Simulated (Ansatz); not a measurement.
Computed with Ansatz on PBE0-D4/def2-TZVP structures; ΔE is electronic, products minus reactants. CCSD(T)/CBS is the MP2 limit (def2-TZVPP, def2-QZVPP) plus CCSD(T) − MP2 in def2-TZVPP, frozen cores. This one scheme is used for every species. Functionals use def2-TZVPP. Each species was taken in one conformer, which may not be the lowest.

Reaction (cleavage of the B–Si bond): `S[SiH2]BCl` + NH₃ → `NBCl` + `[SiH3]S`

Is it downhill or uphill in electronic energy at CCSD(T)/CBS, and by how much? (Estimate.)

Ansatz gave: Downhill: ΔE = -36.4 kcal/mol.

What do these levels give: LDA (SPW92), PBE0-D4, r2SCANh-D4, ωB97X-V, revPBE, r2SCANh, BHLYP, CAM-B3LYP, HF/def2-TZVPP, CCSD(T)/def2-TZVPP, MP2/def2-QZVPP, CCSD/CBS(def2)? (Estimate.)

Computed: LDA (SPW92) -38.4, PBE0-D4 -36.1, r2SCANh-D4 -37.5, ωB97X-V -37.6, revPBE -35.1, r2SCANh -37.8, BHLYP -40.3, CAM-B3LYP -40.4, HF/def2-TZVPP -40.9, CCSD(T)/def2-TZVPP -37.1, MP2/def2-QZVPP -37.9, CCSD/CBS(def2) -37.0 kcal/mol.

What do rigid-rotor, harmonic-oscillator terms from PBE0-D4/def2-TZVP frequencies (298.15 K, 1 bar) make of the CCSD(T)/CBS value? (An estimate is asked.)

Computed: ΔZPE = +0.3 kcal/mol, ΔH = -37.1 kcal/mol, ΔS = -1 J/(mol·K), ΔG = -37.0 kcal/mol. Modes under 50 cm⁻¹ make the entropy rough.

Largest T1 diagnostic among the species: 0.013.

Leaving LDA and LC-ωPBE aside and taking each functional with its dispersion term where it has one, the values, not all of them listed here, spread over 5.2 kcal/mol, from CAM-B3LYP-D4 to revPBE-D4. LDA lies −2.5 kcal/mol from PBE without D4. In def2-TZVPP, CCSD(T) changes the Hartree–Fock value by +3.9 kcal/mol (the triples alone add +0.6 kcal/mol) and MP2 by +2.7 kcal/mol. From PBE to PBE0 (25 % exact exchange), in def2-TZVPP and without D4, ΔE moves by −1.2 kcal/mol.
